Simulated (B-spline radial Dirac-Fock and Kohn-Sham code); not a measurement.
## X-ray form factors of lead in several charge states

Model: configuration-average Dirac-Fock orbitals. Program: a radial B-spline solver.

Configurations: Pb²⁴⁺ [Kr] 4d10 4f12; Pb²⁶⁺ [Kr] 4d10 4f10; Pb³⁰⁺ [Kr] 4d10 4f6; Pb³¹⁺ [Kr] 4d10 4f5. The first column is f₀ of Pb²⁴⁺, the others are differences from it.

```tsv
s (Å⁻¹)	Pb²⁴⁺	Δ Pb²⁶⁺	Δ Pb³⁰⁺	Δ Pb³¹⁺
0	58.000	-2.000	-6.000	-7.000
0.05	57.881	-1.989	-5.969	-6.965
0.1	57.528	-1.955	-5.879	-6.862
0.15	56.946	-1.901	-5.730	-6.692
0.2	56.147	-1.827	-5.528	-6.461
0.25	55.145	-1.736	-5.278	-6.176
0.3	53.958	-1.631	-4.986	-5.842
0.35	52.606	-1.513	-4.661	-5.469
0.4	51.112	-1.387	-4.309	-5.066
0.45	49.500	-1.256	-3.939	-4.641
0.5	47.794	-1.122	-3.560	-4.205
0.6	44.199	-0.858	-2.801	-3.330
0.7	40.513	-0.615	-2.087	-2.502
0.8	36.899	-0.407	-1.457	-1.766
0.9	33.483	-0.239	-0.932	-1.150
1	30.355	-0.112	-0.521	-0.662
1.1	27.566	-0.024	-0.217	-0.299
1.2	25.136	+0.033	-0.010	-0.046
1.4	21.305	+0.078	+0.192	+0.208
1.6	18.622	+0.074	+0.225	+0.260
```

Values without a named source are computed, but for edge energies of neutral atoms, which are taken from tables.
